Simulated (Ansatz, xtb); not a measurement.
Relative energy of two conformers of FH5NSi2+

Structure I: `F[SiH2][NH+]=[SiH2]`, a singlet. Structure II: `F[SiH2][NH+]=[SiH2]`, a singlet. Both are isolated ions in the gas phase, relaxed with B3LYP-D3(BJ)/def2-SVP.

I (Å):

```yaml
atoms:
  - { symbol: F, position_ang: [-2.4464, 1.7412, -0.9391] }
  - { symbol: N, position_ang: [-0.2989, 0.5258, -1.8439] }
  - { symbol: Si, position_ang: [-1.8741, 1.2713, -2.3771] }
  - { symbol: Si, position_ang: [0.2863, 0.4124, -0.2947] }
  - { symbol: H, position_ang: [-2.6986, 0.2036, -2.9680] }
  - { symbol: H, position_ang: [-1.5564, 2.4227, -3.2388] }
  - { symbol: H, position_ang: [0.2895, 0.1334, -2.5869] }
  - { symbol: H, position_ang: [-0.5183, 0.9592, 0.8064] }
  - { symbol: H, position_ang: [1.5939, -0.2362, -0.1007] }
```

II (Å):

```
atom    x (Å)    y (Å)    z (Å)
   F  -0.4563  -2.6803  -0.3758
   N  -0.2645   0.0108   0.0169
  Si  -1.3750  -1.3636  -0.4356
  Si  -0.1226   0.8070   1.4628
   H  -2.3865  -1.3743   0.6369
   H  -1.8255  -1.0904  -1.8089
   H   0.3891   0.2889  -0.7242
   H  -1.0394   0.4147   2.5450
   H   0.8858   1.8713   1.6007
```

**Question.** Estimate which is lower in electronic energy at CCSD(T)/def2-SVP + ΔMP2/def2-TZVPP, and by roughly how much.

**Answer.** Too close to call at this level: CCSD(T)/def2-SVP + ΔMP2/def2-TZVPP gives E(II) − E(I) = +2.48 kJ/mol.

How the difference moves with the method:

```json
{"level": "B3LYP-D3(BJ)/def2-SVP", "geometry": "B3LYP-D3(BJ)/def2-SVP", "E(II) − E(I) (kJ/mol)": "+4.70", "departure from the last row (kJ/mol)": "+2.21", "job, with rough time for the two": "optimisation, 83 s"}
{"level": "HF/def2-SVP", "geometry": "B3LYP-D3(BJ)/def2-SVP", "E(II) − E(I) (kJ/mol)": "+6.09", "departure from the last row (kJ/mol)": "+3.61", "job, with rough time for the two": "part of the CCSD(T) run"}
{"level": "MP2/def2-SVP", "geometry": "B3LYP-D3(BJ)/def2-SVP", "E(II) − E(I) (kJ/mol)": "+3.48", "departure from the last row (kJ/mol)": "+1.00", "job, with rough time for the two": "part of the CCSD(T) run"}
{"level": "CCSD(T)/def2-SVP", "geometry": "B3LYP-D3(BJ)/def2-SVP", "E(II) − E(I) (kJ/mol)": "+4.28", "departure from the last row (kJ/mol)": "+1.80", "job, with rough time for the two": "single point"}
{"level": "CCSD(T)/def2-SVP + ΔMP2/def2-TZVPP", "geometry": "B3LYP-D3(BJ)/def2-SVP", "E(II) − E(I) (kJ/mol)": "+2.48", "departure from the last row (kJ/mol)": "", "job, with rough time for the two": "single point, 29 s"}
```

The largest departure from CCSD(T)/def2-SVP + ΔMP2/def2-TZVPP is that of HF/def2-SVP, 3.61 kJ/mol. Levels run at GFN2-xTB geometries aren't shown. The last row adds to CCSD(T) the change of the MP2 difference between the two basis sets, here −1.80 kJ/mol.

With harmonic frequencies from B3LYP-D3(BJ)/def2-SVP (ideal gas, rigid rotor, one conformer each, 200 K, 1 atm): the zero-point term adds +0.58 kJ/mol; ΔH is +3.13 and ΔG +2.77 kJ/mol.

The correlated steps freeze 12 core orbitals. Mirror images aren't counted in ΔG. Programs: Ansatz 0.2.0; the last row on 1 thread of Intel(R) Xeon(R) Platinum 8259CL CPU @ 2.50GHz (Skylake/Cascade Lake) on a shared host.
